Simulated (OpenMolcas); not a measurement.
## Ionisation energies of silicon

```json
{"Program": "OpenMolcas 26.06", "Basis": "ANO-RCC-VQZP [6s5p3d2f1g]", "Scalar Hamiltonian": "DKH2, point nucleus", "Spin-orbit coupling": "RASSI with atomic mean-field integrals over the reference wave functions, term energies averaged over their components"}
```

Active shells in each charge state: the valence s, p shells, with orbitals averaged over the low states. Where CASPT2's correlated closed shells are named, they are those of the first ion.

A. CASSCF
B. SS-CASPT2, IPEA 0.25 Eh, imaginary shift 0.1 Eh (closed shells correlated: 2s 2p)
C. SS-CASPT2, IPEA 0 Eh, imaginary shift 0.1 Eh (closed shells correlated: 2s 2p)

Energies in eV between the lowest computed levels (charge -1 gives the electron affinity), named as in B; reference values from the NIST Atomic Spectra Database with their kind.

```csv
From,To,A,B,C,Spin-orbit share in B,Reference
Si- 3s² 3p³ ⁴S°_3/2,Si 3s² 3p² ³P₀,0.601,1.211,1.347,-0.016,
Si 3s² 3p² ³P₀,Si+ 3s² 3p ²P°_1/2,7.276,7.933,8.067,-0.005,8.152 (measured)
Si+ 3s² 3p ²P°_1/2,Si2+ 3s² ¹S₀,15.214,16.037,16.174,+0.021,16.346 (measured)
Si2+ 3s² ¹S₀,Si3+ 3s ²S_1/2,33.169,33.311,33.313,+0.000,33.493 (measured)
Si3+ 3s ²S_1/2,Si4+ 2p⁶ ¹S₀,44.730,44.860,44.864,+0.000,45.142 (measured)
```

Error against the reference values, in %:

```csv
From,Reference,A,B,C
Si,measured,-10.7,-2.7,-1.0
Si+,measured,-6.9,-1.9,-1.1
Si2+,measured,-1.0,-0.5,-0.5
Si3+,measured,-0.9,-0.6,-0.6
```

Mean absolute error over the 4 measured values: A 0.69 eV, B 0.25 eV, C 0.18 eV. C lies closest.

No diffuse functions were added, so the electron affinity comes out too small, and without dynamic correlation a bound anion can come out unbound.

° marks odd parity.
